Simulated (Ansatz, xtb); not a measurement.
## C4H5FGeO: which of two isomers lies lower

Structure X is `Fc1co[c]([GeH3])c1`, a singlet and structure Y is `FC1=[CH][GeH2][CH]=CO1`, a singlet. Both are isolated molecules in the gas phase, relaxed with r2SCAN-D4/def2-SVP.

X (Å):

```yaml
atoms:
  - { symbol: C, position_ang: [-1.9525, -0.8683, -1.8772] }
  - { symbol: C, position_ang: [-1.2941, -2.0689, -1.8825] }
  - { symbol: C, position_ang: [0.1191, -0.5438, -1.1229] }
  - { symbol: C, position_ang: [-1.0550, 0.1232, -1.3906] }
  - { symbol: F, position_ang: [-3.2076, -0.6593, -2.2582] }
  - { symbol: Ge, position_ang: [1.8346, 0.0327, -0.4402] }
  - { symbol: O, position_ang: [-0.0328, -1.8699, -1.4228] }
  - { symbol: H, position_ang: [-1.5739, -3.0797, -2.1659] }
  - { symbol: H, position_ang: [2.9347, -0.2643, -1.4673] }
  - { symbol: H, position_ang: [2.1530, -0.7031, 0.8677] }
  - { symbol: H, position_ang: [1.7296, 1.5409, -0.1918] }
  - { symbol: H, position_ang: [-1.2581, 1.1846, -1.2592] }
```

Y (Å):

```xyz
12

C    -1.6114    0.0002   -1.2004
C    -1.3771   -1.2716   -0.8453
C     1.2925   -0.3390   -1.4869
C     0.5893    0.7767   -1.7316
F    -2.8278    0.5306   -1.1986
Ge    0.4190   -1.9477   -0.8807
O    -0.7640    0.9614   -1.6062
H    -2.2580   -1.8482   -0.5520
H     0.9187   -2.4051    0.5031
H     0.6019   -3.1233   -1.8594
H     2.3707   -0.2606   -1.6554
H     1.0287    1.7178   -2.0767
```

Question: Which of the two would you expect CCSD(T)/def2-SVP + ΔMP2/def2-TZVPP electronic energies to favour?

Answer: Not settled: CCSD(T)/def2-SVP + ΔMP2/def2-TZVPP gives E(Y) − E(X) = −0.140 eV, but this leans on the basis-set step: CCSD(T) alone gives −0.016 eV.

Level by level:

```csv
level,geometry,E(Y) − E(X) (eV),departure from the last row (eV),"job, with rough time for the two"
GFN2-xTB,GFN2-xTB,+0.825,+0.965,"optimisation, 0.13 s"
HF/STO-3G,GFN2-xTB,+0.368,+0.508,"single point, 1 s"
r2SCAN-D4/def2-SVP//GFN2-xTB,GFN2-xTB,−0.078,+0.062,"single point, 5.2 s"
r2SCAN-D4/def2-SVP,r2SCAN-D4/def2-SVP,−0.035,+0.105,"optimisation, 56 s"
HF/def2-SVP,r2SCAN-D4/def2-SVP,−0.225,−0.085,part of the CCSD(T) run
MP2/def2-SVP,r2SCAN-D4/def2-SVP,+0.089,+0.230,part of the CCSD(T) run
CCSD(T)/def2-SVP,r2SCAN-D4/def2-SVP,−0.016,+0.124,single point
CCSD(T)/def2-SVP + ΔMP2/def2-TZVPP,r2SCAN-D4/def2-SVP,−0.140,,"single point, 90 s"
```

As drawn, Y has 2 C=C, 1 C–Ge, 2 C–O, 1 C–H in place of 3 C∷C, 2 C∷O, 1 Ge–H (∷ is an aromatic bond). Structure X has a 5-membered ring (with an aromatic ring), Y a 6-membered ring.

GFN2-xTB, HF/STO-3G, MP2/def2-SVP put the two in the other order. CCSD(T)/def2-SVP finds them nearly level. The largest departure from CCSD(T)/def2-SVP + ΔMP2/def2-TZVPP is that of GFN2-xTB, 0.965 eV. The last row adds to CCSD(T) the change of the MP2 difference between the two basis sets, here −0.124 eV.

With thermal terms from frequencies at re-optimised GFN2-xTB minima (ideal gas, soft modes damped towards free rotors, one conformer each, 298.15 K, 1 atm): on the last row, ΔE + ΔZPE = −0.098, ΔH = −0.110, ΔG = −0.068 eV.

The correlated steps freeze 15 core orbitals; the filled d shell of Ge is correlated, in a basis made for valence electrons. Codes used: Ansatz 0.2.0, xtb 6.7.1; the last row on 4 threads of Arm Neoverse V1 on a shared host.
